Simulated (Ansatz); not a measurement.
C$_{2}$H$_{5}$NSi (`[SiH3]C1C=N1`) at its PBE0-D4/def2-TZVP geometry, where that method's forces vanish. Total charge 0; spin multiplicity 1.

```csv
atom,x (Å),y (Å),z (Å)
Si1,-0.5146,0.8025,0.8583
C2,-0.2353,-0.3527,-0.5838
C3,1.0081,-1.0713,-0.8065
N4,0.9656,-0.0711,-1.5400
H5,-1.3865,0.1454,1.8704
H6,0.7974,1.1302,1.4750
H7,-1.1812,2.0540,0.4114
H8,-1.1190,-0.7337,-1.0974
H9,1.6655,-1.9033,-0.5874
```

(1) For each bond, give half the difference of the two atoms' forces along it (eV/Å; positive pushes the atoms apart) under PBE-D4, r2SCAN-D4, B3LYP-D4, ωB97M-V in def2-TZVPP. (An estimate is asked.)

## Answers

(1) Computed: 
```json
{"bond": "Si1–C2", "length (Å)": "1.869", "PBE-D4": "-0.14", "r2SCAN-D4": "-0.11", "B3LYP-D4": "0.00", "ωB97M-V": "0.00"}
{"bond": "Si1–H5", "length (Å)": "1.489", "PBE-D4": "0.06", "r2SCAN-D4": "-0.02", "B3LYP-D4": "-0.07", "ωB97M-V": "-0.10"}
{"bond": "Si1–H6", "length (Å)": "1.486", "PBE-D4": "0.08", "r2SCAN-D4": "-0.02", "B3LYP-D4": "-0.06", "ωB97M-V": "-0.10"}
{"bond": "Si1–H7", "length (Å)": "1.487", "PBE-D4": "0.08", "r2SCAN-D4": "-0.02", "B3LYP-D4": "-0.08", "ωB97M-V": "-0.12"}
{"bond": "C2–C3", "length (Å)": "1.453", "PBE-D4": "0.39", "r2SCAN-D4": "0.24", "B3LYP-D4": "0.26", "ωB97M-V": "0.29"}
{"bond": "C2–N4", "length (Å)": "1.561", "PBE-D4": "0.72", "r2SCAN-D4": "0.50", "B3LYP-D4": "0.38", "ωB97M-V": "0.15"}
{"bond": "C2–H8", "length (Å)": "1.091", "PBE-D4": "0.04", "r2SCAN-D4": "-0.07", "B3LYP-D4": "-0.16", "ωB97M-V": "-0.15"}
{"bond": "C3–N4", "length (Å)": "1.241", "PBE-D4": "1.08", "r2SCAN-D4": "0.43", "B3LYP-D4": "0.14", "ωB97M-V": "-0.01"}
{"bond": "C3–H9", "length (Å)": "1.083", "PBE-D4": "-0.26", "r2SCAN-D4": "-0.15", "B3LYP-D4": "-0.13", "ωB97M-V": "-0.16"}
```

B3LYP here is the variant with VWN-RPA as its local correlation; programs differ in this.
